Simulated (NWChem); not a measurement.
**Correlation energy of stibine (H3Sb)**

```
Sb
H 1 1.7236
H 1 1.7236 2 91.18
H 1 1.7237 2 91.18 3 -91.21
```
Charge 0, spin multiplicity 1.

Program: NWChem. The geometry was optimised at B3LYP/def2-SVP with def2 effective core potentials on Sb, a minimum by its harmonic frequencies.

Basis set: def2-TZVP. Each correlation energy counts from its own Hartree-Fock reference.

Effective core potentials replace the inner electrons of Sb; spin-orbit coupling is left out. The correlated methods keep 4 core orbitals frozen. Coupled-cluster values serve here as a point of comparison, not as the truth.

### Question
Order these methods by the correlation energy they give, lowest first: CCSD, CCSD(T), MP2, CR-CCSD[T].

### Answer
CCSD(T) (-377.2 mHa), CR-CCSD[T] (-376.0 mHa), CCSD (-367.9 mHa), MP2 (-356.1 mHa)
